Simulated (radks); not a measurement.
The numbers below are computed, except where a source is named.
Neutral bromine inside a hard spherical wall (all orbitals vanish at R), configuration held at [Ar] 3d10 4s2 4p5 and not refilled when levels cross. Code: a radial shooting solver on a logarithmic mesh with Libxc functionals. Model: non-relativistic Kohn-Sham, PBE, spin-unpolarised, spherical densities, point nucleus. Eigenvalues in eV, with the zero of energy where the potential of the charges vanishes at infinity; a dash marks a level that is unbound or too diffuse for the functional's potential to be trusted. A positive occupied level is held by the wall or, in an anion where self-interaction has pushed it up, behind a barrier. The pressure on the wall is -dE/dV.

R (bohr),E (hartree),kinetic (hartree),e(3p),e(3d),e(4s),e(4p),"e(5s, empty)","e(5p, empty)",pressure (GPa)
free,-2573.77645,2572.262,-171.67,-68.349,-19.421,-7.896,-,-,0
20,-2573.77645,2572.262,-171.67,-68.349,-19.421,-7.896,-,-,< 0.0001
15,-2573.77645,2572.262,-171.67,-68.349,-19.421,-7.896,-0.377,-,< 0.0001
10,-2573.77642,2572.262,-171.67,-68.346,-19.419,-7.893,0.043,1.761,0.000916
8,-2573.77591,2572.268,-171.63,-68.306,-19.386,-7.862,0.913,3.371,0.0302
5,-2573.72386,2572.614,-170.02,-66.712,-18.184,-6.590,9.067,14.997,7.69
4,-2573.51627,2573.699,-166.49,-63.209,-15.597,-3.616,21.701,30.448,62.7
2.5,-2570.10827,2586.288,-143.80,-40.869,6.215,22.280,110.46,126.83,2660
